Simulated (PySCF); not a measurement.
C₃H₆BFO, SMILES C(=C)B(CO)F. Coordinates come from a ωB97X-D3(BJ)/def2-SVP optimisation. The structure was generated by enumeration, and PubChem lists no compound with its InChIKey, so it may never have been made. The values are those of a single conformer.

Computed equilibrium geometry at ωB97X-D3(BJ)/def2-SVP (PySCF confirms it by a frequency run) as a Z-matrix (one conformer of several):
```
B
F 1 1.3425
C 1 1.5603 2 118.77
C 3 1.3416 1 121.51 2 -4.03
H 4 1.0966 3 122.60 1 179.96
H 3 1.0966 4 119.15 5 0.31
H 4 1.0966 5 116.51 3 179.91
C 1 1.5806 2 117.04 3 179.86
H 8 1.1067 1 106.96 2 -65.03
H 8 1.1114 9 104.33 1 -116.74
O 8 1.4196 9 106.88 10 -119.17
H 11 0.9631 8 107.81 9 -179.96
```
